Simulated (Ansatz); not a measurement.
Reaction (homolysis of the C–C bond): `CCC(C)(C)C(C)=O` → `C[C]=O`• + `CC[C](C)C`•

Isolated molecules relaxed with PBE0-D4/def2-TZVP in Ansatz; ΔE leaves out vibrations. CCSD(T)/CBS is the MP2 limit (def2-TZVPP, def2-QZVPP) plus CCSD(T) − MP2 in def2-TZVPP, frozen cores. DFT in def2-TZVPP. HSE06 is defined as in plane-wave codes. Open shells (•) are unrestricted, without spin–orbit coupling. One conformer a species, not always the lowest.

Q: What is ΔE at CCSD(T)/CBS? (Estimate.)

A: Computed: +3.68 eV.

Q: What do these levels give: CAM-B3LYP-D4, PBE0, HSE06, HF/def2-SVP, HF/def2-QZVPP, CCSD/CBS(def2)? (Best estimate.)

A: Ansatz gave: CAM-B3LYP-D4 3.37, PBE0 3.25, HSE06 3.25, HF/def2-SVP 2.41, HF/def2-QZVPP 2.26, CCSD/CBS(def2) 3.55 eV.

Largest T1 diagnostic among the species: 0.019.

The D4 term adds +0.29 eV with B3LYP and +0.17 eV with PBE0; it sums over pairs of atoms, weighted by their polarisabilities, and B3LYP, whose exchange is more repulsive, gets the larger term. From PBE to PBE0 (25 % exact exchange), in def2-TZVPP and without D4, ΔE moves by +0.09 eV. In def2-TZVPP, CCSD(T) changes the Hartree–Fock value by +1.34 eV (the triples alone add +0.13 eV) and MP2 by +1.59 eV; breaking electron pairs costs correlation energy, which Hartree–Fock lacks.

B3LYP here is the variant with VWN-RPA as its local correlation; programs differ in this.
